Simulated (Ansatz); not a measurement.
One change: `B[CH2][SnH3]` becomes `Cl[CH2][SnH3]`.

Ansatz, PBE0-D4/def2-TZVP geometries, multiplicity 1. 

Elements past krypton have def2 core potentials.

```csv
property,`B[CH2][SnH3]`
HOMO energy (B3LYP/def2-TZVPP) / eV,-8.15
LUMO energy (ωB97M-V/def2-TZVPP) / eV,0.84
size of the dipole moment (ωB97M-V/def2-TZVPP) / D,1.32
LUMO energy (B3LYP/def2-TZVPP) / eV,-1.18
HOMO–LUMO gap (ωB97M-V/def2-TZVPP) / eV,11.35
HOMO energy (PBE0/def2-TZVPP) / eV,-8.38
```

Q: What does the change do to each property? (Estimate.)

A: The calculation gave: 
```tsv
property	`Cl[CH2][SnH3]`	shift
HOMO energy (B3LYP/def2-TZVPP) / eV	-7.48	0.67
LUMO energy (ωB97M-V/def2-TZVPP) / eV	1.21	0.37
size of the dipole moment (ωB97M-V/def2-TZVPP) / D	1.69	0.37
LUMO energy (B3LYP/def2-TZVPP) / eV	-0.48	0.70
HOMO–LUMO gap (ωB97M-V/def2-TZVPP) / eV	11.09	-0.26
HOMO energy (PBE0/def2-TZVPP) / eV	-7.70	0.68
```

With PBE0 the HOMO rises by 0.68 eV and the LUMO rises by 0.74 eV, so the gap widens by about 0.06 eV. PBE moves the HOMO by 0.82 eV and ωB97M-V by 0.63 eV. The zero-point energy changes by -52.0 kJ/mol with -6 modes. Dipoles are sizes alone; their direction can turn.

B3LYP here is the variant with VWN-RPA as its local correlation; programs differ in this.
